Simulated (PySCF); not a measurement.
Telling isomers of C$_{6}$H$_{10}$N$_{2}$Si apart by NMR

- shielding tensors at PBE0/pcSseg-1 (GIAO)
- PBE0-D3(BJ)/def2-SVP geometry
- code: PySCF
- non-relativistic, no solvent, a single conformation, rapidly exchanging positions averaged

Scale: TMS for 1H, 13C (reference shieldings calculated alike). Where no couplings were computed, multiplicities follow the n + 1 count of equivalent neighbours, and m marks all less simple cases (inequivalent or close neighbours, rings, F or P nearby). Shifts are as computed. Against solution values, carbons near 30 ppm lie about +2 ppm off and those near 130 ppm about +5 ppm. Of 1309 compounds with measured shifts, 239 miss one by over three times the rms of a fit or turn the order of signals round; such compounds aren't used in these exercises. OH and NH positions are gas-phase values without hydrogen bonding to other molecules.

(1) Tabulate the signals of `N[SiH2]Nc1ccccc1`, `C=CCc1cncn1[SiH3]` and their relative energies.

(2) What is the quickest way to tell N[SiH2]Nc1ccccc1 from C=CCc1cncn1[SiH3]?

Answers

(1) 
| SMILES | carbon types | δC | δH | E rel. (kcal/mol) |
| --- | --- | --- | --- | --- |
| N[SiH2]Nc1ccccc1 | 1×C 5×CH | 151.0, 134.9, 122.4, 119.4 | 7.23 (m, 2H), 6.78 (t, 1H), 6.61 (d, 2H), 5.24 (s, 2H), 2.90 (br s, 1H), 0.51 (br s, 2H) | 0.0 |
| C=CCc1cncn1[SiH3] | 1×C 3×CH 2×CH2 | 148.0, 146.0, 136.3, 136.2, 126.9, 34.8 | 7.24 (m, 1H), 7.04 (m, 1H), 5.97 (m, 1H), 5.67 (m, 1H), 5.52 (m, 1H), 4.94 (s, 3H), 3.49 (d, 2H) | 43.0 |

Energies are electronic energies at PBE0/pcSseg-1 on these geometries, without zero-point or thermal terms, each for the one conformer computed, which needn't be the lowest.

(2) Count the carbon signals: 4 against 6. The first has an aromatic CH at 119.4 ppm, the second a terminal =CH2 carbon at 126.9 ppm. Their most deshielded carbons lie at 151.0 and 148.0 ppm.
